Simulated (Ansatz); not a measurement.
`[AlH2][B]1CC1` + H₂O → `OB1CC1` + `[AlH3]` at 600 K and 1 bar (formal hydrolysis of a B–Al bond).

Program: Ansatz. Geometries: PBE0-D4/def2-TZVP. ΔE: electronic, gas phase. CBS: MP2 limit from def2 TZ/QZ plus the TZ coupled-cluster correction, frozen cores. This one scheme is used for every species. One conformer a species, not always the lowest.

| species | CCSD(T)/CBS energy (Eh) | H − E (kJ/mol) | S (J/(mol·K)) |
| --- | --- | --- | --- |
| `[AlH2][B]1CC1` | -346.44261 | 237.1 | 398.4 |
| H₂O | -76.37941 | 76.8 | 212.8 |
| `OB1CC1` | -179.08502 | 231.8 | 349.6 |
| `[AlH3]` | -243.78045 | 74.2 | 242.3 |

H − E and S are ideal-gas, rigid-rotor, harmonic terms from PBE0-D4/def2-TZVP, for one conformer and one mirror image of each species. 1 Eh = 2625.50 kJ/mol, R = 8.31446 J/(mol·K).

Q: By hand: ΔE, ΔH, ΔS and ΔG.

A: ΔE = (-179.08502) + (-243.78045) − (-346.44261) − (-76.37941) = -0.04345 Eh = -114.1 kJ/mol. Δ(H − E) = 231.8 + 74.2 − 237.1 − 76.8 = -7.9, so ΔH = -122.0 kJ/mol. ΔS = 349.6 + 242.3 − 398.4 − 212.8 = -19.3 J/(mol·K). ΔG = -122.0 − 600 × (-19.3)/1000 = -110.4 kJ/mol.

Q: By hand: the equilibrium constant, and the temperature at which ΔG would vanish if ΔH and ΔS stayed fixed.

A: log₁₀ K = −ΔG/(RT ln 10) = 9.6. ΔG = 0 at ΔH/ΔS = 6321 K, far beyond where these terms or the molecules hold.

ΔH outweighs TΔS. A doubt of 5 kJ/mol in ΔE shifts log₁₀ K by 0.4 here. Other conformers and mirror images would add mixing entropy, several J/(mol·K) or more a flexible species. These are equilibria of isolated gas molecules and say nothing of rates. Largest T1 diagnostic: 0.012 (customary marks: 0.02 for closed shells, 0.045 for open ones).
